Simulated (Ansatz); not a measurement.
`CB1N[SiH2]1` → `B1N[SiH2]1` + `[CH2]` (triplet)  (formal loss of a carbene)

Program: Ansatz. Geometries: PBE0-D4/def2-TZVP. ΔE: electronic, gas phase. CCSD(T)/CBS adds triple-zeta CCSD(T) − MP2 to the extrapolated MP2 energy (def2 sets, frozen cores). This one scheme is used for every species. Functionals use def2-TZVPP. Triplets are unrestricted, without spin–orbit coupling.

`CB1N[SiH2]1`:

Cartesian coordinates in Å:
```
C 0.699 -1.123 1.132
B 0.091 -0.115 0.121
N -1.117 0.131 -0.501
Si -0.044 1.382 -1.105
H 1.569 -1.624 0.696
H 1.066 -0.596 2.017
H -0.013 -1.887 1.456
H -2.044 -0.269 -0.514
H 0.220 1.330 -2.568
H -0.428 2.771 -0.736
```

`B1N[SiH2]1`:

```xyz
7

B    -0.766   -0.145    0.840
N    -0.341    0.809   -0.057
Si    0.664   -0.595   -0.373
H    -1.584   -0.216    1.698
H    -0.572    1.762   -0.295
H     2.112   -0.408   -0.098
H     0.487   -1.207   -1.716
```

`[CH2]` (triplet):

Z-matrix (Å, degrees):
```
C
H 1 1.079
H 1 1.079 2 134.9
```

| level | ΔE (kJ/mol) | difference from CCSD(T)/CBS |
| --- | --- | --- |
| PBE-D4 | 494.5 | 10.4 |
| B97M-V | 492.1 | 8.0 |
| PBE0-D4 | 485.7 | 1.6 |
| BLYP | 466.6 | -17.5 |
| r2SCAN | 464.6 | -19.5 |
| PBE0 | 480.9 | -3.2 |
| MP2/def2-TZVPP | 487.5 | 3.4 |
| SCS-MP2/def2-TZVPP | 485.5 | 1.4 |
| HF/def2-QZVPP | 336.1 | -148.0 |
| SCS-MP2/def2-QZVPP | 493.1 | 9.0 |
| CCSD(T)/CBS | 484.1 | 0 |

Largest T1 diagnostic among the species: 0.014.

The D4 term adds +8.8 kJ/mol with B3LYP and +4.9 kJ/mol with PBE0; it sums over pairs of atoms, weighted by their polarisabilities, and B3LYP, whose exchange is more repulsive, gets the larger term. From r2SCAN to r2SCAN0 (25 % exact exchange), in def2-TZVPP and without D4, ΔE moves by −4.4 kJ/mol.

B3LYP here is the variant with VWN-RPA as its local correlation; programs differ in this.
